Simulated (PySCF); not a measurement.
Geometries of 2 isomers of CH5F3GeOSi, from PBE0-D3(BJ)/def2-SVP geometry optimisation, gas phase (PySCF 2.14.0). One conformer each, no zero-point energy, no frequencies.

Question: Which isomer lies lower at this level?
A.
```xyz
12
angstrom
F     -2.903    0.434    0.593
C     -1.593    0.190    0.737
F     -1.445   -0.574    1.829
F     -0.994    1.370    1.006
Si    -0.820   -0.611   -0.842
O      0.793   -0.777   -0.590
Ge     2.131    0.217    0.064
H     -1.453   -1.941   -1.037
H     -1.141    0.317   -1.963
H      1.953    0.303    1.587
H      3.410   -0.536   -0.322
H      2.061    1.605   -0.595
```
B.
```xyz
12
angstrom
F     -1.056   -1.112   -1.301
C     -1.643   -0.121   -0.612
F     -1.550    0.988   -1.352
F     -2.942   -0.425   -0.497
Ge    -0.780    0.095    1.177
O      0.931    0.403    0.880
Si     2.080    0.079   -0.280
H     -1.365    1.319    1.887
H     -0.944   -1.219    1.952
H      3.347    0.736    0.151
H      1.659    0.623   -1.605
H      2.303   -1.393   -0.409
```

Answer: A. That is `FC(F)(F)[SiH2][O][GeH3]`, 3.5 kcal/mol below the other.

| SMILES | atoms numbered as above | E (Eh) | relative (kcal/mol) | relative (kJ/mol) | dipole (D) |
| --- | --- | --- | --- | --- | --- |
| FC(F)(F)[SiH2][O][GeH3] | [F:1][C:2]([F:3])([F:4])[SiH2:5][O:6][GeH3:7] | -2780.95649 | 0.0 | 0.0 | 1.98 |
| F[C](F)(F)[GeH2][O][SiH3] | [F:1][C:2]([F:3])([F:4])[GeH2:5][O:6][SiH3:7] | -2780.95088 | 3.5 | 14.7 | 1.38 |

As drawn, the lower has an Si–C bond, which the higher lacks.
